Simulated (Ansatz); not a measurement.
Species: CH5Al, SMILES `[CH3][AlH2]` (charge 0, multiplicity 1).

Task: Give a relaxed geometry from B3LYP-D3(BJ)/def2-TZVP in Ansatz (a quantum-chemistry and plane-wave program).

Result: the end point of this relaxation (outside a Z-matrix the atoms follow the SMILES, hydrogens last).
Bonded distances (Å): C1–Al2 1.955, C1–H3 1.094, C1–H4 1.092, C1–H5 1.096, Al2–H6 1.584, Al2–H7 1.585. Bond angles (°): Al2–C1–H3 111.5, Al2–C1–H4 113.2, Al2–C1–H5 110.0, H3–C1–H4 108.3, H3–C1–H5 106.1, H4–C1–H5 107.4, C1–Al2–H6 121.3, C1–Al2–H7 119.9, H6–Al2–H7 118.8.
